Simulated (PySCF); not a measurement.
Species: C4H9NOSi.
Atom-mapped SMILES: `[CH:1]#[C:2][Si@:3]([CH3:4])([OH:5])[NH:6][CH3:7]` (hydrogens: H8 on C1; H9, H10, H11 on C4; H12 on O5; H13 on N6; H14, H15, H16 on C7)

Structure optimised with GFN2-xTB, isolated species.

(1) List the bond lengths, angles and torsions at this level.

Results:

(1) 
```tsv
bond	length (bohr)
C1≡C2	2.272
C2–Si3	3.532
Si3–C4	3.588
Si3–O5	3.091
Si3–N6	3.242
N6–C7	2.723
C1–H8	1.990
C4–H9, C4–H10, C4–H11	2.052
O5–H12	1.798
N6–H13	1.906
C7–H14, C7–H15, C7–H16	2.064
```

Bonds in one row agree within 0.02 bohr and their mean is given. A selection of angles:
```tsv
angle	degrees
C2–C1–H8	179.3
C1–C2–Si3	178.0
C2–Si3–C4	107.0
C2–Si3–O5	109.6
C2–Si3–N6	115.3
C4–Si3–O5	113.8
C4–Si3–N6	110.2
O5–Si3–N6	101.0
Si3–C4–H9	111.6
H9–C4–H10	107.6
Si3–O5–H12	119.6
Si3–N6–C7	124.5
Si3–N6–H13	116.3
C7–N6–H13	112.3
N6–C7–H14	112.6
N6–C7–H15	110.1
H14–C7–H15	108.4
H15–C7–H16	108.5
```

Dihedral angles: C2–Si3–N6–C7 -59° (synclinal); H12–O5–Si3–C2 64° (synclinal).

N6 (silicon-bound nitrogen) has angles 124.5°, 116.3° and 112.3°, sum 353.2°, 0.20 Å off the plane of its three neighbours. Si3 (oxygen-bound silicon) is distorted tetrahedral (angles from 101.0° to 115.3°). The 2 C–Si bonds span 1.869 Å (C2–Si3, drawn single) to 1.899 Å (Si3–C4, drawn single), a spread of 0.030 Å. O5 (silanol oxygen) is bent (angle 119.6°).

Point group: C1 (no symmetry element, even within 0.4 Å). No GFN2-xTB frequencies stand behind this structure, so it isn't proved a minimum. The numbers are those of one conformer (C2–Si3–O5–H 64°, C2–Si3–N6–C7 -59°).

All values are computed, not measured.
